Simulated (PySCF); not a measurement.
Dipole moment and polarisability of `CN(C)C(=S)C(Cl)Cl`

C4H7Cl2NS.
SMILES with atom numbers: `[CH3:1][N:2]([CH3:3])[C:4](=[S:5])[CH:6]([Cl:7])[Cl:8]` (hydrogens: H9, H10, H11 on C1; H12, H13, H14 on C3; H15 on C6)

Cartesian coordinates in Å at the GFN2-xTB level; atoms count from 1:
```xyz
15
C4H7Cl2NS angstrom
C     -0.6262    0.9116   -0.9062
N     -0.4548   -0.1110    0.0982
C     -1.6842   -0.7570    0.4891
C      0.7166   -0.5314    0.5740
S      0.8879   -1.7532    1.6718
C      2.0036    0.1015    0.1389
Cl     2.1142    1.8128    0.6588
Cl     2.2618   -0.0169   -1.6239
H      0.2085    1.6043   -0.9266
H     -1.5349    1.4705   -0.6799
H     -0.7339    0.4567   -1.8950
H     -2.3468   -0.0327    0.9661
H     -1.4696   -1.5612    1.1890
H     -2.1824   -1.1662   -0.3914
H      2.8357   -0.4198    0.6152
```

Level: CAM-B3LYP/def2-SVPD (PySCF), static field, nuclei fixed, core orbitals frozen in the response. The polarisability tensor in these axes (au):

```
x   109.92  -0.61   3.80
y    -0.61 109.75 -15.63
z     3.80 -15.63 108.75
```

Problem. Diagonalise the tensor; give its mean and Δα, where Δα² is half the sum of the squared differences of the eigenvalues.

Solution. Principal values 93.29, 109.63 and 125.50 au; mean 109.48 au = 16.22 Å³ = 18.05 × 10⁻⁴⁰ C²·m²/J; Δα = 27.90 au (25 % of the mean).

Problem. What is the dipole moment, and where does it point?

Solution. (-2.78, 1.63, -1.88) D, 3.73 D in size, pointing from the negative to the positive side. Measured along this direction, the outermost atoms are H15 at the negative end and H10 at the positive end.

Problem. Orientational against electronic polarisability at 298 K (dilute gas, rigid molecules)?

Solution. In Gaussian units μ²/3kT = 112.48 Å³ against 16.22 Å³, a ratio of 6.93; the Debye molar polarisation (4π/3)N_A(α + μ²/3kT) is 324.7 cm³/mol, leaving out the vibrational part.

Problem. Refractivity n − 1 of an ideal gas of it at 298.15 K and 1 atm, from the electronic α?

Solution. N = p/kT = 2.4615 × 10¹⁹ cm⁻³, so n − 1 = 2π × N × 16.22 × 10⁻²⁴ cm³ = 2509 × 10⁻⁶ at long wavelengths.

Problem. Sum over states: ᾱ = Σ f/ω², ω in Eh. What share falls to these 8 lowest TDDFT singlets (eV, f)? 3.16, 0.0008; 4.64, 0.2192; 5.79, 0.0979; 6.02, 0.0032; 6.26, 0.0391; 6.27, 0.0003; 6.46, 0.0249; 6.50, 0.0540.

Solution. They add up to 11.96 au, 10.9 % of the 109.48 au; the largest single term is 7.54 au, from the state at 4.64 eV. Terms in order: 0.06, 7.54, 2.16, 0.07, 0.74, 0.01, 0.44, 0.95 au. Higher excitations give the rest. The strengths listed sum to 0.439.

Isolated species at its GFN2-xTB geometry (one conformer only).

The run behind these numbers computed excited states as well. Hardware: one thread, Arm Neoverse N1 (aarch64) (shared host). Cost: 1.7 min of wall time, 1.1 GiB resident at most.
